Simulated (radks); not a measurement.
The numbers below are computed, except where a source is named.
Spherical jellium clusters: N electrons in a uniform positive sphere of charge N and radius rs N^(1/3), rs = 5.23 bohr. Level of theory: non-relativistic Kohn-Sham, LDA (Slater exchange, Perdew-Wang correlation), spin-polarised, spherical densities (a radial shooting solver with Libxc functionals). Levels are named by radial order and angular momentum (1s, 1p, 1d, 2s, ...), and open shells are averaged over m.

N = 12, configuration 1s2 1p6 1d(up 4, down 0). This is the lowest configuration that the search found. Occupied and some empty levels:

| level | occupation | eigenvalue (eV) | <r> (bohr) |
|---|---|---|---|
| 1s up | 1 | -3.6822 | 7.799 |
| 1s down | 1 | -3.4367 | 7.450 |
| 1p up | 3 | -3.1045 | 9.039 |
| 1p down | 3 | -2.8023 | 8.973 |
| 1d up | 4 | -2.3423 | 10.02 |
| 1d down | 0 | -2.0290 | 10.11 |
| 2s up | 0 | -1.8671 | 8.511 |
| 2s down | 0 | -1.7261 | 8.738 |
| 1f up | 0 | -1.4515 | 10.98 |
| 1f down | 0 | -1.1560 | 11.22 |
| 2p up | 0 | -0.97784 | 11.01 |
| 2p down | 0 | -0.83048 | 11.33 |

Energy (eV): total -21.0245, kinetic 13.480, external -389.56, Hartree 193.68, exchange-correlation -34.975, background 196.35.

Electron density:

| r (bohr) | n(r) (e/bohr^3) |
|---|---|
| 0.380 | 0.0008343 |
| 1.33 | 0.0009075 |
| 2.29 | 0.001057 |
| 3.24 | 0.001268 |
| 4.20 | 0.001520 |
| 5.15 | 0.001778 |
| 6.11 | 0.001994 |
| 7.06 | 0.002106 |
| 8.02 | 0.002057 |
| 8.97 | 0.001820 |
| 9.92 | 0.001428 |
| 10.9 | 0.0009795 |
| 11.8 | 0.0005875 |
| 12.8 | 0.0003114 |
| 13.7 | 0.0001527 |
| 14.7 | 0.00006992 |
| 15.7 | 0.00003094 |
| 16.6 | 0.00001327 |
| 17.6 | 5.519e-06 |
| 18.5 | 2.283e-06 |
